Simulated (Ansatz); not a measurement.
Basis sets compared for `SC#Cc1ccc(C#Cc2ccc(C#Cc3ccc(C#Cc4ccc(S)cc4)cc3)cc2)cc1`. Total charge 0; singlet. Geometry r2SCAN-D4/def2-SVP. Ansatz on 2 threads of AMD EPYC 7R13 on a shared host and a share (18 GiB) of an NVIDIA H100 80GB HBM3; times are rough, and most runs start from earlier orbitals.

Cartesian coordinates in Å:
```
S -12.240 3.923 -8.576
C -10.958 3.377 -7.636
C -9.976 3.090 -6.960
C -8.848 2.741 -6.176
C -8.718 1.440 -5.631
C -7.613 1.101 -4.864
C -6.588 2.044 -4.610
C -5.460 1.696 -3.826
C -4.483 1.396 -3.147
C -3.356 1.051 -2.363
C -2.305 1.977 -2.158
C -1.200 1.639 -1.391
C -1.096 0.360 -0.794
C 0.032 0.016 -0.009
C 1.008 -0.280 0.671
C 2.136 -0.621 1.458
C 2.217 -1.877 2.105
C 3.320 -2.209 2.877
C 4.395 -1.300 3.035
C 5.522 -1.639 3.823
C 6.497 -1.930 4.506
C 7.625 -2.265 5.297
C 7.689 -3.496 5.989
C 8.794 -3.826 6.766
C 9.877 -2.934 6.877
S 11.316 -3.277 7.840
C 9.826 -1.706 6.191
C 8.721 -1.378 5.415
C 4.315 -0.045 2.385
C 3.211 0.288 1.615
C -2.146 -0.567 -1.000
C -3.250 -0.230 -1.768
C -6.719 3.343 -5.156
C -7.824 3.685 -5.923
H -12.951 2.767 -8.593
H -9.502 0.702 -5.821
H -7.524 0.094 -4.447
H -2.376 2.968 -2.613
H -0.395 2.363 -1.238
H 1.393 -2.586 1.990
H 3.371 -3.181 3.373
H 6.852 -4.196 5.910
H 8.815 -4.786 7.291
H 10.922 -4.492 8.281
H 10.662 -1.004 6.268
H 8.691 -0.421 4.887
H 5.139 0.664 2.500
H 3.159 1.260 1.119
H -2.076 -1.558 -0.544
H -4.055 -0.953 -1.921
H -5.935 4.081 -4.966
H -7.912 4.692 -6.339
```

Single mean-field runs in def2-SVP, def2-TZVP are fitted with def2-universal-jkfit.

Binding counts from free atoms (S triplet, C triplet, H doublet) in the same basis, without a counterpoise term.

```
           level  functions  energy (Eh)  HOMO (eV)  LUMO (eV)  binding per atom (eV)  wall time
 PBE-D4/def2-SVP        574   -2023.4781      -4.83      -2.86                   5.68      5.5 s
PBE0-D4/def2-SVP        574   -2023.6202      -5.66      -2.32                   5.55      5.5 s
```

Problem. Estimate the rows for PBE-D4/def2-TZVP (with forces), PBE0-D4/def2-TZVP.

Solution. 
| level | functions | energy (Eh) | HOMO (eV) | LUMO (eV) | binding per atom (eV) | wall time |
| --- | --- | --- | --- | --- | --- | --- |
| PBE-D4/def2-TZVP (with forces) | 1174 | -2025.0458 | -4.91 | -2.96 | 5.60 | 11 s |
| PBE0-D4/def2-TZVP | 1174 | -2025.1744 | -5.68 | -2.38 | 5.46 | 8 s |
